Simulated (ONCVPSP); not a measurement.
bromine, ONCV: configuration errors across variants

- Element: Br
- Generator: ONCVPSP 4.0.1
- Type: optimised norm-conserving Vanderbilt (ONCV)
- Functional: PBEsol
- Relativity: fully relativistic
- Frozen core: [Ar] 3d10
- Valence charge: 7
- Reference configuration: 4s2 4p5
- Partial waves: 4s: rc 1.45 bohr, ncon 4, nbas 7, qcut 5.2 1/bohr, 2 projectors, debl 1.8 Ha; 4p: rc 1.40 bohr, ncon 4, nbas 8, qcut 6.2 1/bohr, 1 projector; d scattering state at 0.31 Ha: rc 1.45 bohr, ncon 3, nbas 6, qcut 7.4 1/bohr, 3 projectors, debl 1 Ha
- Local potential: polynomial inside 1.30 bohr (lpopt 5, dvloc0 0 Ha)
- Core correction: Teter function, fcfact 2.5, rcfact 1.6

Open shells are filled in proportion to 2j + 1.

All-electron excitation energies from the reference (eV): (1) 4s2 4p4 12.559; (2) 4s2 4p3 35.337; (3) 4s2 4p2 69.354; (4) 4s1 4p5 25.557.

1 further variants failed, have other tests or too few solved ones, and are left out.

A true bound ghost makes a file unfit for plane-wave use even where its test errors are small: the radial tests pick states by their node count and pass the ghost by.

Errors AE − PS in meV (a dash: test not solved or not reliable):

| change | (1) | (2) | (3) | (4) | bound ghosts | GHOST(+) flags above zero |
| --- | --- | --- | --- | --- | --- | --- |
| base | -0.3 | -13 | -73 | -2.7 | d5/2, d3/2 | s, d5/2, d3/2 |
| all radii but the core radius scaled by about 1.13 (s 1.64, p 1.58, d 1.64 bohr); local potential polynomial inside 1.46 bohr (lpopt 5, dvloc0 0 Ha) | -0.7 | -14 | -75 | -6.1 | d5/2, d3/2 | s |
| p: rc 1.56 | -0.5 | -13 | -73 | -3.8 | d5/2, d3/2 | s, d5/2, d3/2 |
| core correction Teter function, fcfact 1.8, rcfact 1.6 | +0.1 | -8.6 | -54 | 0.0 | d5/2, d3/2 | s, d5/2, d3/2 |
| p: qcut 4.4 | -0.1 | -12 | -73 | -1.3 | d5/2, d3/2 | s, d5/2, d3/2 |

Q: Give the same row for: core correction Teter function, fcfact 5, rcfact 1.05.

A: +1.4, +4.7, +4.3, +7.8; bound ghosts: d5/2, d3/2; GHOST(+) flags above zero: s, d5/2, d3/2.
